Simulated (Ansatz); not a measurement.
Geometry optimisation, Ansatz 0.2.0, RKS PBE/def2-SVP.

Input:

```yaml
crystal:
  periodic: [false, false, false]
  atoms:
    - { symbol: Ti, position_ang: [0.0, 0.0, 0.0] }
    - { symbol: Cl, position_ang: [0.0, 0.0, 2.72] }
    - { symbol: F, position_ang: [1.7257, 0.0, -0.6094] }
    - { symbol: F, position_ang: [-0.8619, 1.4933, -0.6094] }
    - { symbol: Cl, position_ang: [-1.1163, -1.9339, -0.7892] }
    - { symbol: O, position_ang: [0.8261, -1.938, 0.7] }
    - { symbol: Si, position_ang: [0.0857, -3.4319, 0.4937] }
    - { symbol: H, position_ang: [1.004, -4.3413, -0.1856] }
    - { symbol: H, position_ang: [-0.2692, -3.9842, 1.7978] }
    - { symbol: H, position_ang: [-1.122, -3.2704, -0.3106] }
    - { symbol: H, position_ang: [0.5839, -1.3699, 1.9123] }
basis:
  gaussian: { orbitals: def2-SVP }
hamiltonian:
  xc: pbe
relax:
  f_tol: 0.15
  max_steps: 25
  restrain:
    - { distance: [0, 5], at: 1.92, k: 30.0 }
    - { distance: [10, 1], at: 1.37, k: 30.0 }
    - { distance: [0, 1], at: 3.57, k: 30.0 }
    - { distance: [10, 5], at: 2.21, k: 30.0 }
output:
  orbitals: {}
```

Run as:

```bash
$ ansatz run input.yaml --threads 4 --pin off --max-ram 5120MiB --backend cpu --events-out ev --progress --plain --runs-dir out
```

Where does it end, and by what steps?

It converged. The restraints hold the end off the free minimum; the threshold counts their pulls, which the force column leaves out. Restrained pairs: Ti1–O6 (2.22 → 1.87 Å), Cl2–H11 (1.69 → 1.34 Å), Ti1–Cl2 (2.72 → 3.57 Å), O6–H11 (1.36 → 2.21 Å). After 17 steps the energy has fallen by 5.648 eV (the restraints' own energy left out); Cl5 moved furthest, 1.90 Å.

```
step  energy less start (eV)  largest force component (eV/Å)  accepted
   0                  0.0000                           7.937       yes
   1                 -0.3555                           6.359       yes
   2                 -1.2327                           4.427       yes
   3                 -2.5199                           3.110       yes
   4                 -3.5352                           1.887       yes
   5                 -4.2818                           1.035       yes
   6                 -4.8069                           0.945       yes
   7                 -5.1759                           1.143       yes
   8                 -5.4023                           1.046       yes
   9                 -5.4793                           1.138       yes
  10                 -5.4872                           1.246       yes
  11                 -5.5566                           1.324       yes
  12                 -5.5783                           1.317       yes
  13                 -5.6189                           1.373       yes
  14                 -5.6476                           1.257       yes
  15                 -5.6070                           1.453        no
  16                 -5.6411                           1.275       yes
  17                 -5.6478                           1.296       yes
```

```xyz
11
Properties=species:S:1:pos:R:3
Ti -0.009 -0.394 -0.434
Cl 0.929 0.342 2.930
F 1.545 0.372 -0.595
F -1.216 0.725 0.134
Cl -0.620 -1.102 -2.420
O 0.072 -1.923 0.641
Si -0.088 -3.612 0.590
H 1.080 -4.207 -0.144
H -0.103 -4.105 2.009
H -1.372 -3.977 -0.098
H 0.638 -0.895 2.509
```

Time of the run: 35 s on 4 threads of Intel(R) Xeon(R) Platinum 8488C (Sapphire Rapids), with other jobs on the host, peak memory 0.27 GiB.
